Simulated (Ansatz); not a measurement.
The same path of FGaH₄S (7 atoms, charge 0, multiplicity 1) was run twice with different band settings. Lost on the way: H5–S6. Made: F2–H5.

These are results of RKS B3LYP-D4/def2-SVP (Ansatz), not measurements.

Relaxed end points:

```xyz
7
Properties=species:S:1:pos:R:3
Ga -0.951 -0.594 -0.149
F 0.387 -1.699 0.311
H -1.392 -0.748 -1.642
H -1.720 -0.021 1.089
H 1.726 0.150 -0.104
S 1.005 1.261 -0.400
H 0.946 1.650 0.895
```

```xyz
7
Properties=species:S:1:pos:R:3
Ga -0.892 -0.143 -0.233
F 0.853 -1.478 0.225
H -1.335 -0.739 -1.604
H -1.628 -0.118 1.143
H 1.361 -0.669 0.069
S 0.847 1.356 -0.440
H 0.794 1.790 0.841
```

Common settings: movable images 9; climbing image yes; spring 5.0 eV/Å²; optimiser quadratic models (default); force threshold 0.03 eV/Å; iteration limit 60; end points relaxed.

| run | start path |
| --- | --- |
| 1 | through a guess of the saddle point |
| 2 | straight line |

Problem. What does each run give, and how far can it be trusted?

Solution. Run 1: converged after 7 iterations, highest image 0.291 eV above the first end. A vibrational analysis at the climbing image gives one clearly imaginary mode, 720i cm⁻¹: a first-order saddle point.
Run 2: converged after 11 iterations, highest image 0.291 eV above the first end. Another band between the same ends (9 images) ends at a top of the same energy, where a vibrational analysis finds 1 clearly imaginary mode.
The orbitals stay closed-shell, which can raise the energy where a bond breaks towards radicals; this wasn't checked here.
